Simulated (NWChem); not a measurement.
System: SiH₄TeS; SMILES [Te]([SiH3])S

```xyz
7

Te     0.6876    -0.0446    -0.0067
S     -1.0517    -1.7459    -0.0512
H     -1.1777    -1.8685     1.2902
Si    -0.9895     1.8233    -0.0076
H     -0.2117     3.1004    -0.0088
H     -1.8395     1.7504     1.2167
H     -1.8472     1.7447    -1.2247
```
Atoms are numbered in this order, from 1.

Computed with NWChem. Medium grid unless said otherwise, to which SCAN and Minnesota functionals are sensitive. The geometry was optimised at PBE0/def2-SVP. def2 effective core potentials on Te; no spin-orbit coupling. Total energies of different functionals are on different scales.

| level | energy (Ha) | highest occupied level (eV) | orbital gap (eV) | dipole (D) |
|---|---|---|---|---|
| B3LYP/def2-SVP | -958.0349 | -6.30 | 4.24 | 1.21 |
| PBE/def2-SVP | -957.5698 | -5.50 | 2.77 | 1.17 |
| SCAN/def2-SVP | -958.0451 | -5.81 | 3.13 | 1.31 |
| HCTH/407/def2-SVP | -958.6844 | -5.58 | 2.78 | 1.22 |
| r2SCAN0/def2-SVP | -957.9220 | -6.77 | 4.86 | 1.39 |
| M06-L/def2-SVP | -958.0795 | -5.62 | 3.08 | 1.40 |
| M06-2X/def2-SVP | -957.7836 | -7.66 | 6.63 | 1.45 |
| revPBE/def2-SVP | -957.8186 | -5.47 | 2.81 | 1.18 |
